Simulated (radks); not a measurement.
All-electron atom: the arsenic ion As31+ in [He]. All-electron calculation, Dirac Kohn-Sham, BLYP, spin-unpolarised, spherical densities, finite nucleus; Fermi nuclear charge, rms radius 4.0968 fm. Program: a radial shooting solver on a logarithmic mesh with Libxc functionals.

Normalised radial functions P(r) = r R(r) (large component), r in bohr:

r          1s1/2
0.003006  1.0930
0.003761  1.3249
0.004743  1.6066
0.005934  1.9198
0.007423  2.2717
0.009362  2.6692
0.01171   3.0703
0.01465   3.4639
0.01848   3.8259
0.02312   4.0832
0.02892   4.1955
0.03648   4.1044
0.04563   3.7825
0.05709   3.2359
0.072     2.4954
0.09007   1.7243
0.1127    1.0294
0.1421    0.4974
0.1778    0.1953

1s1/2: eigenvalue -14260.2 eV, 0 radial nodes, <r> = 0.0451 bohr, 90 % of the charge inside 0.0805 bohr.
